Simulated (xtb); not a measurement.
H2Ga (SMILES [GaH2+]), charge +1, singlet, geometry from GFN2-xTB (such geometries of metal compounds can be far from the true shape); GFN2-xTB with GBSA(acetonitrile) (xtb).

Here is a job for xtb.
```
$ xtb mol.xyz --gfn 2 --chrg 1 --gbsa acetonitrile --json

# file mol.xyz
3

Ga     0.00000000     0.00000000     0.00000000
H     -0.00000000    -0.00000000    -1.56355402
H      0.00000000     0.00000000     1.56355402
```

**Question.** What does xtb print? Leave out banner, timings and long lists.

**Answer.** 
```
   ID    Z sym.   atoms
    1   31 Ga     1
    2    1 H      2, 3

           -------------------------------------------------
          |                Calculation Setup                |
           -------------------------------------------------

           -------------------------------------------------
          |                 G F N 2 - x T B                 |
           -------------------------------------------------

      * Solvation model:               GBSA
        Solvent                        acetonitrile
        Parameter file                 internal GFN2-xTB/GBSA
        Dielectric constant                3.7500E+01
        Reference state                gsolv [1 M gas/solution]
        Free energy shift                  2.0473E-03 Eh       1.2847E+00 kcal/mol
        Temperature                        2.9815E+02 K
        Density                            7.8600E-01 kg/L
        Solvent mass                       4.1050E+01 g/mol
        Interaction kernel             Still
        Born radius scaling (c1)           1.5800E+00
        Born radii integrator          GBOBC
        Born offset                        1.3788E-02 a0       2.6056E-02 AA
        H-bond correction              true
        Ion screening                  false
        Surface tension                    1.0000E-05 Eh       1.5569E+01 dyn/cm
        Grid points                               230 per atom

          ...................................................
          :                      SETUP                      :
          :.................................................:
          :  # basis functions                  12          :
          :  # atomic orbitals                  11          :
          :  # shells                            5          :
          :  # electrons                         4          :
          :  max. iterations                   250          :
          :  Hamiltonian                  GFN2-xTB          :
          :  restarted?                      false          :
          :  GBSA solvation                   true          :
          :  PC potential                    false          :
          :  electronic temp.          300.0000000     K    :
          :  accuracy                    1.0000000          :
          :  -> integral cutoff          0.2500000E+02      :
          :  -> integral neglect         0.1000000E-07      :
          :  -> SCF convergence          0.1000000E-05 Eh   :
          :  -> wf. convergence          0.1000000E-03 e    :
          :  Broyden damping             0.4000000          :
          :  net charge                          1          :
          :  unpaired electrons                  0          :
          ...................................................

 iter      E             dE          RMSdq      gap      omega  full diag
   1     -1.7967605 -0.179676E+01  0.300E+01    3.12       0.0  T
   2     -1.7970648 -0.304266E-03  0.189E+01    3.12       1.0  T
   3     -1.7972402 -0.175465E-03  0.281E-01    3.10       1.0  T
   4     -1.7972453 -0.507157E-05  0.112E-01    3.10       1.0  T
   5     -1.7972460 -0.672050E-06  0.134E-02    3.09       4.3  T
   6     -1.7972460 -0.409264E-07  0.162E-03    3.09      35.7  T
   7     -1.7972460  0.209455E-11  0.112E-03    3.09      51.7  T
   8     -1.7972460 -0.128826E-09  0.419E-06    3.09   13781.2  T
   9     -1.7972460 -0.177636E-14  0.215E-08    3.09  100000.0  T

   *** convergence criteria satisfied after 9 iterations ***

         :::::::::::::::::::::::::::::::::::::::::::::::::::::
         ::                     SUMMARY                     ::
         :::::::::::::::::::::::::::::::::::::::::::::::::::::
         :: total energy              -1.789487066168 Eh    ::
         :: total w/o Gsasa/hb        -1.781006313976 Eh    ::
         :: gradient norm              0.000677071399 Eh/a0 ::
         :: HOMO-LUMO gap              3.089667066016 eV    ::
[...]
         :: -> anisotropic ES         -0.008985298291 Eh    ::
         :: -> anisotropic XC          0.000547202645 Eh    ::
         :: -> dispersion             -0.000274782005 Eh    ::
         :: -> Gsolv                  -0.096830441983 Eh    ::
         ::    -> Gelec               -0.088349689791 Eh    ::
         ::    -> Gsasa               -0.009435338511 Eh    ::
         ::    -> Ghb                 -0.001092689034 Eh    ::
         ::    -> Gshift               0.002047275352 Eh    ::
         :: repulsion energy           0.007758948930 Eh    ::
         :: add. restraining           0.000000000000 Eh    ::
         :: total charge               1.000000000000 e     ::
         :::::::::::::::::::::::::::::::::::::::::::::::::::::

           -------------------------------------------------
          |                Property Printout                |
           -------------------------------------------------

    * Orbital Energies and Occupations

         #    Occupation            Energy/Eh            Energy/eV
      -------------------------------------------------------------
         1        2.0000           -0.6510126             -17.7150
         2        2.0000           -0.4846918             -13.1891 (HOMO)
         3                         -0.3711486             -10.0995 (LUMO)
         4                         -0.2551340              -6.9425
         5                         -0.2551340              -6.9425
         6                         -0.1396495              -3.8001
         7                         -0.1396495              -3.8001
         8                         -0.1229638              -3.3460
         9                         -0.1229638              -3.3460
        10                          0.6163401              16.7715
        11                          0.9780336              26.6136
      -------------------------------------------------------------
                  HL-Gap            0.1135432 Eh            3.0897 eV
             Fermi-level           -0.4279202 Eh          -11.6443 eV

     #   Z          covCN         q      C6AA      α(0)
     1  31 Ga       1.804     0.659   203.035    31.993
     2   1 H        0.902     0.170     1.264     1.759
     3   1 H        0.902     0.170     1.264     1.759

 Mol. C6AA /au·bohr⁶  :        269.331631
 Mol. C8AA /au·bohr⁸  :      25143.535948
 Mol. α(0) /au        :         35.510575

Wiberg/Mayer (AO) data.
largest (>0.10) Wiberg bond orders for each atom

 ---------------------------------------------------------------------------
     #   Z sym  total        # sym  WBO       # sym  WBO       # sym  WBO
 ---------------------------------------------------------------------------
     1  31 Ga   1.382 --     3 H    0.691     2 H    0.691
     2   1 H    0.971 --     1 Ga   0.691     3 H    0.280
     3   1 H    0.971 --     1 Ga   0.691     2 H    0.280
 ---------------------------------------------------------------------------

Topologies differ in total number of bonds
Writing topology from bond orders to xtbtopo.mol

molecular dipole:
                 x           y           z       tot (Debye)
 q only:        0.000       0.000       0.000
   full:       -0.000      -0.000       0.000       0.000
molecular quadrupole (traceless):
                xx          xy          yy          xz          yz          zz
 q only:       -1.488       0.000      -1.488       0.000       0.000       2.977
  q+dip:       -2.213       0.000      -2.213       0.000       0.000       4.426
   full:       -0.008       0.000      -0.008       0.000       0.000       0.016

           -------------------------------------------------
          | TOTAL ENERGY               -1.789487066168 Eh   |
          | GRADIENT NORM               0.000677071399 Eh/α |
          | HOMO-LUMO GAP               3.089667066016 eV   |
           -------------------------------------------------

normal termination of xtb
```
